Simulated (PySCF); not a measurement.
# PbF: mean field, correlation and small terms against distance

State: ²Π, doublet, unpaired electrons π ↑. ROHF-based CCSD(T) in PySCF 2.14 with Pb cc-pwCVDZ-PP with ECP60, F aug-cc-pVDZ and Pb cc-pwCVTZ-PP with ECP60, F aug-cc-pVTZ (frozen core orbitals: 5; scalar-relativistic core potentials). Correlation energies are extrapolated as n⁻³ (n = 2, 3), Hartree–Fock as (n+1)·exp(−9√n). All energies in eV from Pb + F.

| R (Å) | HF/CBS | CCSD corr. | (T) | total |
| --- | --- | --- | --- | --- |
| 1.8231 | -2.217 | -1.610 | -0.1773 | -4.004 |
| 1.9060 | -2.629 | -1.619 | -0.1879 | -4.436 |
| 1.9889 | -2.801 | -1.628 | -0.1978 | -4.627 |
| 2.0717 | -2.812 | -1.636 | -0.2070 | -4.655 |
| 2.1546 | -2.718 | -1.642 | -0.2153 | -4.576 |
| 2.2582 | -2.509 | -1.647 | -0.2245 | -4.381 |
| 2.3618 | -2.242 | -1.649 | -0.2323 | -4.123 |

A fit to the total gives Re = 2.0478 Å, De = 4.660 eV, ωe = 522.9 cm⁻¹, Be = 0.2309 cm⁻¹ (masses 207.9766 and 18.9984 u).

**Question.** At R = 2.0717 Å the CCSD correlation energy is -0.550536 hartree in the smaller basis and -0.727548 in the larger. Extrapolate it.

**Answer.** (3³·E3 − 2³·E2)/(3³ − 2³) = -0.80208 hartree; the larger basis holds 90.7 % of it.

The T1 diagnostic is 0.019. The state was picked by a PBE0 search and need not be the measured ground state. Spin–orbit coupling, excitations beyond (T) and corrections to the Born–Oppenheimer picture are left out, and spin–orbit coupling matters for open p, d or f shells this heavy.
